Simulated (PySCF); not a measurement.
Electron correlation in Ga (gallium, neutral)

Starting occupation: [Ar] 3d10 4s2 4p1, 4p1/2 with m_j = +1/2. All numbers are calculated (PySCF 2.14, X2C-1e with screened-nucleus spin-orbit coupling, Gaussian nucleus, in x2c-SVPall-2c (5s6p3d, 38 functions)). Frozen: [Ne]; 21 electrons correlated; the 6 highest virtual spinors left out.

MP2 pair energies summed by pair of shells (mhartree):

```
 pair   energy  share (%)
3d-3d  -143.78       46.2
3d-3p   -88.48       28.4
3p-3p   -26.50        8.5
4s-4s   -17.85        5.7
4p-4s   -10.54        3.4
3d-4s    -8.13        2.6
3d-3s    -6.40        2.1
3d-4p    -3.61        1.2
3p-3s    -2.88        0.9
3p-4s    -1.19        0.4
3s-3s    -0.84        0.3
3p-4p    -0.50        0.2
3s-4s    -0.26        0.1
3s-4p    -0.04        0.0
```

Total MP2 correlation energy: -311.01 mhartree.

The GHF reference relaxed away from the jj start to a determinant that is no pure jj level (⟨S²⟩ = 0.76, ⟨J²⟩ = 0.88); the energies belong to that determinant.

This basis was not built for core-valence correlation, so the inner-shell part is incomplete.
